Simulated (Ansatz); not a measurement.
Basis sets compared for the cluster Mg2Se2⁺ (the lowest doublet isomer of a short search). The state is a doublet with charge 1. Geometry r2SCAN-D4/def2-SVP. Ansatz on 4 threads of Arm Neoverse V1 on a shared host; times are rough, and most runs start from earlier orbitals.

```tsv
atom	x (Å)	y (Å)	z (Å)
Mg1	0.457	-1.273	-0.559
Mg2	-0.457	1.273	0.558
Se3	1.894	0.708	-0.065
Se4	-1.894	-0.709	0.066
```

The 6-31G sets use Cartesian d functions. The structure comes from a short search, and lower isomers may exist.

| level | functions | energy (Eh) | HOMO (eV) | LUMO (eV) | wall time |
| --- | --- | --- | --- | --- | --- |
| HF/STO-3G | 54 | -5141.4017 | -8.92 | -1.47 | 0.6 s |
| HF/6-31G | 84 | -5198.0453 | -12.53 | -5.99 | 1.6 s |
| PBE-D4/def2-SVP | 100 | -5201.4538 | -10.49 | -9.91 | 1.9 s |
| PBE0-D4/def2-SVP | 100 | -5201.6371 | -10.95 | -9.30 | 2.9 s |

Estimate the rows for HF/def2-TZVP, PBE-D4/def2-TZVP, PBE0-D4/def2-TZVP (with forces).


```json
{"level": "HF/def2-TZVP", "functions": "160", "energy (Eh)": "-5198.8199", "HOMO (eV)": "-12.33", "LUMO (eV)": "-5.62", "wall time": "4.7 s"}
{"level": "PBE-D4/def2-TZVP", "functions": "160", "energy (Eh)": "-5202.1853", "HOMO (eV)": "-10.40", "LUMO (eV)": "-9.85", "wall time": "3.4 s"}
{"level": "PBE0-D4/def2-TZVP (with forces)", "functions": "160", "energy (Eh)": "-5202.3691", "HOMO (eV)": "-10.83", "LUMO (eV)": "-9.23", "wall time": "7 s"}
```
